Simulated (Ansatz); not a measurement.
Geometry optimisation, RKS PBE-D4/def2-SVP in Ansatz 0.2.0.

input.yaml

```yaml
crystal:
  periodic: [false, false, false]
  atoms:
    - { symbol: Ge, position_ang: [0.0, 0.0, 0.0] }
    - { symbol: C, position_ang: [0.0, 0.0, 1.96] }
    - { symbol: H, position_ang: [-0.9996, -0.3092, 2.3305] }
    - { symbol: H, position_ang: [0.7676, -0.7111, 2.3305] }
    - { symbol: H, position_ang: [0.232, 1.0203, 2.3305] }
    - { symbol: F, position_ang: [1.5842, 0.0, -0.5594] }
    - { symbol: H, position_ang: [-0.73, 1.2648, -0.5162] }
    - { symbol: F, position_ang: [-0.7913, -1.3709, -0.5594] }
basis:
  gaussian: { orbitals: def2-SVP }
hamiltonian:
  xc: pbe
  dispersion: d4
relax:
  f_tol: 0.02
  max_steps: 40
```

Run as:

```bash
$ ansatz run input.yaml --threads 2 --pin off --max-ram 3072MiB --backend cpu --events-out ev --progress --plain --runs-dir out
```

Task: Where does it end, and by what steps?

Result: It converged. The force dipped under the threshold on the way, but the program's further checks kept it going. After 12 steps the energy has fallen by 0.231 eV; H5 moved furthest, 0.22 Å.

| step | energy less start (eV) | largest force component (eV/Å) | accepted |
| --- | --- | --- | --- |
| 0 | 0.0000 | 2.489 | yes |
| 1 | -0.1772 | 1.134 | yes |
| 2 | -0.2282 | 0.142 | yes |
| 3 | -0.2292 | 0.032 | yes |
| 4 | -0.2295 | 0.021 | yes |
| 5 | -0.2300 | 0.009 | yes |
| 6 | -0.2223 | 0.377 | no |
| 7 | -0.2304 | 0.039 | yes |
| 8 | -0.2299 | 0.136 | no |
| 9 | -0.2303 | 0.076 | no |
| 10 | -0.2306 | 0.005 | yes |
| 11 | -0.2308 | 0.041 | yes |
| 12 | -0.2310 | 0.013 | yes |

```xyz
8
Properties=species:S:1:pos:R:3
Ge -0.049 0.071 0.045
C -0.003 -0.002 1.983
H -1.029 -0.132 2.380
H 0.622 -0.860 2.296
H 0.431 0.933 2.387
F 1.599 0.136 -0.552
H -0.835 1.200 -0.664
F -0.674 -1.452 -0.558
```

Whether the end is a true minimum wasn't checked by a vibrational analysis.

Run time: 19 s on 2 threads of Arm Neoverse V2, with other jobs on the host, peak memory 0.13 GiB.
